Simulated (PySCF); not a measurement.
A structure optimised at PBE0-D3(BJ)/def2-SVP, used in a PySCF frequency run:

```xyz
9

Hf     0.0241     0.1715     0.0000
Cl     2.3251    -0.3341     0.0000
Cl    -0.5193    -0.8007     2.1240
Cl    -0.5193    -0.8007    -2.1240
O      0.0257     2.0622     0.0000
H      0.2128     2.9999     0.0000
O     -2.3242     0.1880     0.0000
H     -2.7153    -0.2219     0.7847
H     -2.7153    -0.2219    -0.7847
```

Problem. Write its SMILES, formula and point group.

Solution. [OH][Hf](<-[OH2])([Cl])([Cl])[Cl], Cl3H3HfO2, Cs

Problem. What are its rotational constants (standard atomic weights)?

Solution. 1.1371, 1.1143, 0.79821 GHz
